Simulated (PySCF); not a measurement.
**A ladder of Hamiltonians for Cr(6+) (chromium, charge +6)**

Occupied: 1s1/2, 2s1/2, 2p1/2, 2p3/2, 3s1/2, 3p1/2, 3p3/2. Hartree-Fock calculated with PySCF 2.14 in an even-tempered Gaussian basis (19 s from 0.11 bohr⁻², ratio 2.7; 14 p from 0.13 bohr⁻², ratio 2.7), Gaussian nucleus throughout. NR is non-relativistic, sf-X2C the spin-free one-electron X2C Hamiltonian, X2C adds the bare one-electron spin-orbit term, X2C-SNSO screens it by Boettger's factors, DC is four-component Dirac-Coulomb, and the Gaunt and Breit terms are added at first order (total energies over the DC spinors, levels after relaxing the spinors in that mean field). QED terms are absent. Levels marked empty are virtual spinors of this ion; the basis has s and p functions only, so 3d, which can lie below the n = 4 levels, is absent.

| Hamiltonian | E (hartree) | E − E(DC) (hartree) | CPU seconds |
| --- | --- | --- | --- |
| NR | -1033.8316 | 6.4998 | 0.54 |
| sf-X2C | -1040.1877 | 0.1437 | 0.32 |
| X2C | -1040.2025 | 0.1289 | 0.48 |
| X2C-SNSO | -1040.2001 | 0.1313 | 0.49 |
| DC | -1040.3314 | 0.0000 | 18 |
| DC+Gaunt | -1039.9401 | 0.3913 | 32 |
| DC+Breit | -1039.9737 | 0.3577 | 97 |

```tsv
level (eV)	NR	sf-X2C	X2C	X2C-SNSO	DC	DC+Gaunt	DC+Breit
1s1/2	-6113.8	-6158.3	-6158.2	-6158.2	-6160.7	-6154.6	-6154.9
2s1/2	-833.89	-843.08	-843.06	-843.07	-843.27	-842.90	-842.91
2p1/2	-722.77	-723.96	-730.51	-729.95	-729.96	-729.25	-729.32
2p3/2	-722.77	-723.96	-720.76	-721.03	-721.16	-720.69	-720.76
3s1/2	-196.64	-198.21	-198.21	-198.21	-198.24	-198.19	-198.19
3p1/2	-160.36	-160.57	-161.54	-161.46	-161.45	-161.36	-161.37
3p3/2	-160.36	-160.57	-160.10	-160.14	-160.15	-160.10	-160.11
4s1/2 (empty)	-61.042	-61.357	-61.357	-61.357	-61.362	-61.352	-61.353
4p1/2 (empty)	-52.653	-52.716	-52.886	-52.872	-52.871	-52.854	-52.856
4p3/2 (empty)	-52.653	-52.716	-52.632	-52.639	-52.642	-52.631	-52.634
```

```tsv
interval (eV)	X2C	X2C-SNSO	DC	DC+Gaunt	DC+Breit
2p3/2 − 2p1/2	9.745	8.925	8.797	8.557	8.557
3p3/2 − 3p1/2	1.439	1.318	1.296	1.260	1.260
4p3/2 − 4p1/2	0.2542	0.2329	0.2289	0.2224	0.2224
```

Weight of the small component: 1s1/2 0.00742, 2s1/2 0.00135, 2p1/2 0.00132, 2p3/2 0.00130, 3s1/2 0.000315, 3p1/2 0.000284, 3p3/2 0.000281, 4s1/2 7.94e-05, 4p1/2 6.96e-05, 4p3/2 6.91e-05.

Koopmans' value for the highest occupied level at DC+Breit: 160.11 eV, against an ionisation energy of 160.29 ± 0.06 eV (semi-empirical (NIST evaluation); NIST Atomic Spectra Database, ionization energies); the former lacks relaxation, correlation, QED and recoil.

The whole ladder took 150 s of wall time on 1 thread of Neoverse-N1 (shared host), launched as `OMP_NUM_THREADS=1 python relrun2.py TASK.json OUT` (a driver that calls PySCF for each Hamiltonian).
